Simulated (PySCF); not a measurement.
## CH8B3N3O

The system: CH8B3N3O, a molecule; neutral, singlet. The structure, one conformer, was relaxed in the gas phase by PBE0-D3(BJ)/def2-SVP. No frequency run checks that it is a minimum.

SMILES: COB1NBNBN1

Coordinates in Å:
```
N1     -0.525   -0.233    0.713
B2     -0.079   -1.530    1.104
N3      0.970   -2.130    0.347
B4      1.577   -1.478   -0.773
N5      1.098   -0.187   -1.120
B6      0.046    0.470   -0.401
O7     -0.350    1.716   -0.810
C8     -1.368    2.415   -0.159
H9     -1.268    0.192    1.250
H10    -0.578   -2.100    2.048
H11     1.296   -3.050    0.611
H12     2.465   -2.009   -1.400
H13     1.504    0.302   -1.907
H14    -2.331    1.873   -0.189
H15    -1.120    2.621    0.899
H16    -1.511    3.381   -0.664
```

Shieldings: GIAO PBE0/pcSseg-1. Shifts are against computed references at the same level: C TMS (σ 184.4 ppm), H TMS (σ 31.27 ppm). Core levels by delta-SCF with SCAN, pcX-2 on the ionised atom and pcseg-1 elsewhere, spin-free X2C; from the vacuum level, for chosen atoms.

Question: Give the shieldings and core levels atom by atom.

Answer: 
| atoms | bonded to | σ (ppm) | δ (ppm) | core level (eV) |
| --- | --- | --- | --- | --- |
| N1 | 2 B + 1 H | 148.9 | - | 1s 404.56 |
| B2 | 2 N + 1 H | 72.2 | - | 1s 195.67 |
| N3 | 2 B + 1 H | 126.5 | - | - |
| B4 | 2 N + 1 H | 72.4 | - | - |
| N5 | 2 B + 1 H | 141.3 | - | 1s 404.37 |
| B6 | 2 N + 1 O | 78.5 | - | 1s 196.55 |
| O7 | 1 B + 1 C | 268.8 | - | 1s 538.32 |
| C8 | 1 O + 3 H | 133.4 | 51.0 | - |
| H9 | 1 N | 26.77 | 4.50 | - |
| H10 | 1 B | 26.55 | 4.72 | - |
| H11 | 1 N | 26.06 | 5.20 | - |
| H12 | 1 B | 26.58 | 4.68 | - |
| H13 | 1 N | 26.63 | 4.64 | - |
| H14 H15 H16 | 1 C | 27.67 | 3.60 | - |

Values are those of this one static structure, with the three H of a rotating XH3 group averaged; atoms that internal rotation interchanges would show their mean in an NMR spectrum.

The core-hole state of B2 is spin-contaminated (⟨S²⟩ 0.81 against 0.75 for a pure doublet), so that value and differences from it are less sure.

Question: By CAM-B3LYP/def2-SVPD (TDDFT singlets, Tamm-Dancoff triplets, ionisation by delta-SCF), where does absorption start, and what does vertical ionisation take?

Answer: The lowest singlet lies at 6.94 eV (f 0.035), the strongest of the first 6 at 7.95 eV (f 0.086), the lowest triplet at 6.38 eV; vertical ionisation takes 9.67 eV.

The 3 runs behind this took 3.7 min in all, one thread each of AMD EPYC 7R43 64-Core on a shared host, launched as `OMP_NUM_THREADS=1 python cluster_run.py task.json out`.
